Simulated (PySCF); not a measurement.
## NaHg and its ions

PBE0; Na cc-pVDZ, Hg cc-pVDZ-PP with ECP60; scalar-relativistic core potentials (PySCF 2.14). Neutral (UKS): doublet (σ ↑), Re = 3.414 Å, ωe = 63.9 cm⁻¹, De = 0.10 eV, HOMO -3.54 eV, LUMO -1.56 eV.

NaHg⁺ (UKS): singlet (closed shell), Re = 3.067 Å, ωe = 114 cm⁻¹, De = 0.36 eV to Na⁺ + Hg. The energies at the minima are -315.67810 hartree for NaHg and -315.49356 for NaHg⁺.

(1) Work out the adiabatic ionisation energy, without and with harmonic zero-point energies (1 hartree = 27.2114 eV, 1 eV = 8065.5 cm⁻¹), and the change of the bond length.

Closed-shell solutions of metal pairs were not tested for spin polarisation, which can lower them a little. Weak bonds: NaHg, NaHg⁺. Basis-set superposition, not corrected here, can be much of De in a small basis, most of all at correlated wavefunction levels. Spin–orbit coupling is left out. For an ion De counts to the pair picked by the measured ionisation energies or electron affinities, which need not be the lowest pair at this level. States were picked by a PBE0 search and need not be the measured ground states.

Results:

(1) At PBE0: 0.18454 hartree = 5.022 eV between the minima; the zero-point term (114.0 − 63.9)/2 cm⁻¹ = +0.003 eV makes it 5.025 eV. Re changes by -34.7 pm against the neutral. The electron leaves a σ orbital, and the shorter bond of the ion fits an antibonding orbital, or a change in how ionic the bond is.
